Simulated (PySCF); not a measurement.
## Radial density of Pr⁺ (praseodymium, charge +1)

M06-2X, [Xe] 4f3 6p1, one real determinant (an excited configuration). All numbers are calculated (PySCF 2.14, scalar relativity by spin-free X2C-1e, in ANO-RCC-VTZP (8s7p5d3f2g1h, 104 functions)).

```json
{"r (bohr)": "0.0204", "4πr²ρ (e/bohr)": "75.90", "4πr²(ρα − ρβ)": "0.0024"}
{"r (bohr)": "0.0343", "4πr²ρ (e/bohr)": "68.05", "4πr²(ρα − ρβ)": "0.0064"}
{"r (bohr)": "0.0577", "4πr²ρ (e/bohr)": "93.66", "4πr²(ρα − ρβ)": "0.0091"}
{"r (bohr)": "0.0970", "4πr²ρ (e/bohr)": "91.82", "4πr²(ρα − ρβ)": "0.0026"}
{"r (bohr)": "0.163", "4πr²ρ (e/bohr)": "79.40", "4πr²(ρα − ρβ)": "0.0809"}
{"r (bohr)": "0.274", "4πr²ρ (e/bohr)": "70.44", "4πr²(ρα − ρβ)": "0.5611"}
{"r (bohr)": "0.461", "4πr²ρ (e/bohr)": "33.71", "4πr²(ρα − ρβ)": "2.0181"}
{"r (bohr)": "0.776", "4πr²ρ (e/bohr)": "28.25", "4πr²(ρα − ρβ)": "2.6854"}
{"r (bohr)": "1.31", "4πr²ρ (e/bohr)": "9.517", "4πr²(ρα − ρβ)": "1.5490"}
{"r (bohr)": "2.20", "4πr²ρ (e/bohr)": "3.278", "4πr²(ρα − ρβ)": "0.2682"}
{"r (bohr)": "3.69", "4πr²ρ (e/bohr)": "0.3717", "4πr²(ρα − ρβ)": "0.2395"}
{"r (bohr)": "6.21", "4πr²ρ (e/bohr)": "0.1550", "4πr²(ρα − ρβ)": "0.1548"}
{"r (bohr)": "10.5", "4πr²ρ (e/bohr)": "0.006001", "4πr²(ρα − ρβ)": "0.0060"}
{"r (bohr)": "17.6", "4πr²ρ (e/bohr)": "1.740e-05", "4πr²(ρα − ρβ)": "0.0000"}
```

Densities and radii are taken from the X2C orbitals without a picture-change correction, which distorts them close to the nucleus.

⟨L²⟩ = 35.99 against 56 for a pure K term, so this real determinant mixes terms. Spin-orbit coupling, absent here, splits the open shell strongly.
